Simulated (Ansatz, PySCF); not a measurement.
Gas-phase reaction (SMILES): [SiH3][SiH2][SiH2][SiH2]Cl + 4 [H][H] (H2) -> Cl (HCl) + 4 [SiH4] (SiH4); energy of full hydrogenation.

Geometries: B3LYP-D3(BJ)/def2-TZVP minima from Ansatz (a first-principles code), one conformer each, not searched for the lowest. Valence correlation only, unless marked. No spin-orbit coupling. Non-relativistic. Basis-set limits of correlation are two-point, X^-3; Hartree-Fock from the larger set. Thermal terms are rigid-rotor harmonic-oscillator values from B3LYP-D3(BJ) frequencies (Ansatz or PySCF) at 298.15 K and 1 atm. 1 Eh = 627.5095 kcal/mol.

```
species                     E, CCSD(T)/CBS(cc-pV(T+d)Z,cc-pV(Q+d)Z) (Ansatz) (Eh)  E, PBE0-D4/def2-TZVPD (Ansatz + dftd4) (Eh)  H - E (Eh)
--------------------------  -----------------------------------------------------  -------------------------------------------  ----------
[SiH3][SiH2][SiH2][SiH2]Cl                                            -1621.52570                                  -1623.04307     0.09004
[H][H] (H2)                                                              -1.17450                                     -1.16831     0.01336
Cl (HCl)                                                               -460.37849                                   -460.66608     0.01000
[SiH4] (SiH4)                                                          -291.45815                                   -291.75741     0.03520
```

Work out ΔE and ΔH at 298.15 K at the first level, then ΔH at the second.


1. ΔE = [(-460.37849) + 4×(-291.45815)] - [(-1621.52570) + 4×(-1.17450)] = 0.01261 Eh = 7.9 kcal/mol at CCSD(T)/CBS(cc-pV(T+d)Z,cc-pV(Q+d)Z).
2. The terms H - E add up to 0.00732 Eh, so ΔH = (0.01261 + (0.00732))×627.5095 = 12.5 kcal/mol.
3. At PBE0-D4/def2-TZVPD the same steps give ΔE = 12.9 and ΔH = 17.5 kcal/mol, a shift of +5.0 from the first level.
4. These values are not checked against measurement here, since the tables used lack a sound gas-phase enthalpy of formation for at least one species.
